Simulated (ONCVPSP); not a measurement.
# Potentials for boron (B) compared

Generated with ld1.x 7.5 (TM, RRKJ, ultrasoft, PAW), atompaw 4.2 or ONCVPSP 4.0.1. The cutoff is in Ry: for ld1.x and atompaw files where the sum of valence levels is converged to 10 mRy in a Bessel basis, for ONCV files where the hardest occupied wave has 1 mHa per electron of residual kinetic energy. The error is the largest all-electron minus pseudo excitation energy over each file’s own four to seven test configurations (ionisations up to +4, promotions, holes and added fractions of an electron), all of which were solved. The labels leave out finer settings (local radius, basis sizes, second energies), which also bear on the numbers. Spin-polarised tests are not counted. The rows are a selection from randomly drawn settings: files with unsolved tests, undetermined cutoffs or missed reference levels are left out.

| potential | cutoff (Ry) | largest error (meV) | bound ghosts |
| --- | --- | --- | --- |
| ONCV, LDA (Perdew-Wang 92), scalar-relativistic, rc 1.22/2.00/2.06 (spd), local smoothed, core correction yes, reference 2s2 2p0.5, qcut 5.9/3.8/4.9, projectors 1/2/3 | 27 | +104 | none |
| ONCV, PW91, scalar-relativistic, rc 1.15/1.00 (sp), local smoothed, core correction yes, reference 2s2, qcut 6.2/9, projectors 2/3 | 26 | +21 | none |
| ONCV, PBEsol, non-relativistic, rc 1.60/2.30 (sp), local s, core correction yes, reference 2s2 2p1, qcut 3.1/6.1, projectors 0/2 | 63 | +81 | none |
| ONCV, Wu-Cohen, non-relativistic, rc 1.65/2.40 (sp), local smoothed, core correction yes, reference 2s1.5 2p1.5, qcut 3.6/5.5, projectors 2/2 | 43 | +43 | none |
| ONCV, BLYP, scalar-relativistic, rc 1.10/1.00/1.05 (spd), local smoothed, core correction no, reference 2s2, qcut 4.6/6.9/9.7, projectors 1/2/1 | 25 | +142 | none |
| ONCV, PBE, non-relativistic, rc 1.45/2.25/2.30 (spd), local smoothed, core correction yes, reference 2s1.75 2p1.25, qcut 4.8/5/4.7, projectors 2/2/2 | 23 | +143 | none |

Fill in the row for B: ONCV, PBE, non-relativistic, rc 1.60/3.50/3.20 (spd), local smoothed, core correction yes, reference 2s2 2p1, qcut 5.1/4.8/3.5, projectors 1/2/1.

cutoff 20 Ry, largest error +400 meV, bound ghosts: none.
